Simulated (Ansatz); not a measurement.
Cost and result for the atomization energy of AsH$_{7}$N$_{2}$Si, SMILES `N[AsH]N[SiH3]` (11 atoms, 10 bonds).

Cartesian coordinates in Å:
```
N 0.4102 1.5140 -1.7649
As 0.9684 1.1422 -0.0491
N 0.3912 -0.5783 0.3336
Si -0.9278 -0.9510 1.3742
H -0.5409 1.8538 -1.7976
H 0.5310 0.7776 -2.4468
H 2.3500 0.6918 -0.5147
H 0.7919 -1.3162 -0.2265
H -1.2572 0.3017 2.1018
H -0.5722 -2.0229 2.3445
H -2.1447 -1.4128 0.6455
```

The species carries charge 0 and has multiplicity 1. Correlated methods include outer-core shells of As, which these sets cover unevenly. Scalar relativity is left out up to krypton. All single points use the PBE0-D4/def2-TZVP geometry. It is one conformer, not always the lowest. Program: Ansatz. All runs use 4 threads of an Arm Neoverse N1 on a shared host. Times are those of one run each, without the atoms' runs, and a repeat can differ threefold. Electronic energies, without spin–orbit coupling; frozen cores. CCSD(T)/CBS adds CCSD(T) − MP2 in def2-TZVPP to the MP2 limit, and its time is that of the two runs behind it. T1 = 0.011. With those shells the extrapolation isn't a true limit. HSE06 is the plane-wave form, built on full-range PBE exchange.

CCSD(T)/CBS is a level of theory with its own doubt, some kJ/mol a heavy atom from the limit and from the frozen cores, so smaller differences don't rank the functionals.

| level | functions | wall time |
| --- | --- | --- |
| LDA (SPW92)/def2-TZVPP | 250 | 2.1 s |
| revPBE-D4/def2-TZVPP | 250 | 3.3 s |
| PBE-D4/def2-TZVPP (with forces) | 250 | 4.3 s |
| PBE0-D4/def2-TZVPP | 250 | 6 s |
| HSE06-D4/def2-TZVPP | 250 | 6.5 s |
| CAM-B3LYP-D4/def2-TZVPP | 250 | 7 s |
| r2SCANh-D4/def2-TZVPP | 250 | 9.5 s |
| B2PLYP/def2-TZVPP | 250 | 10 s |
| CCSD(T)/def2-SVP | 113 | 13 s |
| ωB97X-V/def2-TZVPP | 250 | 15 s |
| MP2/def2-QZVPP | 483 | 40 s |
| CCSD(T)/def2-TZVPP | 250 | 5.3 min |
| CCSD(T)/CBS(def2) | – | 6 min |

Task: What atomization energy does each give, and how far from CCSD(T)/CBS? (Estimate.)

Result: Computed: 
```
                          level  atomization (kcal/mol)  difference from CCSD(T)/CBS  per bond
         LDA (SPW92)/def2-TZVPP                   916.0                        116.6      11.7
           revPBE-D4/def2-TZVPP                   789.4                        -10.0      -1.0
PBE-D4/def2-TZVPP (with forces)                   807.8                          8.4       0.8
             PBE0-D4/def2-TZVPP                   790.9                         -8.5      -0.8
            HSE06-D4/def2-TZVPP                   791.1                         -8.3      -0.8
        CAM-B3LYP-D4/def2-TZVPP                   807.6                          8.2       0.8
          r2SCANh-D4/def2-TZVPP                   786.9                        -12.5      -1.3
              B2PLYP/def2-TZVPP                   790.4                         -9.0      -0.9
               CCSD(T)/def2-SVP                   722.7                        -76.7      -7.7
             ωB97X-V/def2-TZVPP                   809.5                         10.1       1.0
                 MP2/def2-QZVPP                   788.4                        -11.0      -1.1
             CCSD(T)/def2-TZVPP                   772.7                        -26.7      -2.7
              CCSD(T)/CBS(def2)                   799.4                          0.0       0.0
```

From PBE to PBE0 (25 % exact exchange), in def2-TZVPP and without D4, the atomization energy moves by −16.0 kcal/mol: exact exchange takes away binding that semilocal exchange gives to molecules. In def2-TZVPP, CCSD(T) changes the Hartree–Fock value by +243.5 kcal/mol (the triples alone add +12.5 kcal/mol) and MP2 by +243.2 kcal/mol; breaking electron pairs costs correlation energy, which Hartree–Fock lacks. The D4 term adds +9.2 kcal/mol with B3LYP and +4.8 kcal/mol with PBE0; it sums over pairs of atoms, weighted by their polarisabilities, and B3LYP, whose exchange is more repulsive, gets the larger term.

B3LYP here is the variant with VWN-RPA as its local correlation; programs differ in this.
